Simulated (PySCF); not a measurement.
A side-by-side comparison of computed properties.

First species: C2H8O2Si2.
InChI=1S/C2H8O2Si2/c1-2-4-6(3)5/h2-3,6H,1H2,5H3/t6-/m0/s1

Second species: C4H7OP.
Numbering: `[CH:1]#[C:2][P:3]([CH3:4])([CH3:5])=[O:6]` (hydrogens: H7 on C1; H8, H9, H10 on C4; H11, H12, H13 on C5)

Levels: PBE0/def2-SVPD for dipole moment, HOMO energy, LUMO energy, HOMO–LUMO gap, static isotropic polarisability and electronic spatial extent ⟨r²⟩ about the centre of nuclear charge; TDDFT PBE0/def2-SVPD for lowest singlet excitation; TDA PBE0/def2-SVPD for lowest triplet excitation (Tamm–Dancoff); GFN2-xTB for rotational constant A and rotational constant C. Geometries: GFN2-xTB. Each structure is a single optimised conformer of the isolated species, non-relativistic unless stated. Electronic properties by PySCF.

The conformers computed, where there is a choice (atom-mapped SMILES and torsion angles):
- `[CH2:1]=[CH:2][O:3][Si@H:4]([OH:5])[SiH3:6]`: C1–C2–O3–Si4 4°, C2–O3–Si4–O5 177°, H–O5–Si4–O3 40°

Values for the first species:

| Item | Value |
| --- | --- |
| Dipole moment | 1.01 D |
| HOMO energy | -7.07 eV |
| LUMO energy | -0.44 eV |
| HOMO–LUMO gap | 6.63 eV |
| Lowest singlet excitation | 5.49 eV |
| Lowest triplet excitation (Tamm–Dancoff) | 4.40 eV |
| Static isotropic polarisability | 85.5 au |
| Electronic spatial extent ⟨r²⟩ about the centre of nuclear charge | 1040 bohr² |
| Rotational constant A | 2.876 GHz |
| Rotational constant C | 1.174 GHz |

Estimate the same properties for the second species, and the change in each.

```json
{"property": "dipole moment", "first": "1.01 D", "second": "4.33 D", "second less first": "+3.32 D"}
{"property": "HOMO energy", "first": "-7.07 eV", "second": "-7.85 eV", "second less first": "-0.78 eV"}
{"property": "LUMO energy", "first": "-0.44 eV", "second": "-0.26 eV", "second less first": "+0.18 eV"}
{"property": "HOMO–LUMO gap", "first": "6.63 eV", "second": "7.59 eV", "second less first": "+0.96 eV"}
{"property": "lowest singlet excitation", "first": "5.49 eV", "second": "6.14 eV", "second less first": "+0.65 eV"}
{"property": "lowest triplet excitation (Tamm–Dancoff)", "first": "4.40 eV", "second": "5.01 eV", "second less first": "+0.61 eV"}
{"property": "static isotropic polarisability", "first": "85.5 au", "second": "72.1 au", "second less first": "-13.4 au"}
{"property": "electronic spatial extent ⟨r²⟩ about the centre of nuclear charge", "first": "1040 bohr²", "second": "711 bohr²", "second less first": "-329 bohr²"}
{"property": "rotational constant A", "first": "2.876 GHz", "second": "3.766 GHz", "second less first": "+0.890 GHz"}
{"property": "rotational constant C", "first": "1.174 GHz", "second": "2.171 GHz", "second less first": "+0.997 GHz"}
```

On the first: A dipole of 1.01 D is allowed in C1, and pure rotational transitions are dipole-allowed. The dipole equals about 3.4 × 10⁻³⁰ C·m (1 D = 3.33564 × 10⁻³⁰ C·m). GFN2-xTB frequencies show an imaginary mode (28i cm⁻¹), so this geometry is no minimum at that level.

On the second: No computed singlet falls in the visible range (750 to 380 nm, 1.65 to 3.26 eV); S1 lies 2.88 eV above its blue end. The vertical singlet–triplet gap S1 − T1 is 1.13 eV (TDDFT singlet less Tamm–Dancoff triplet).
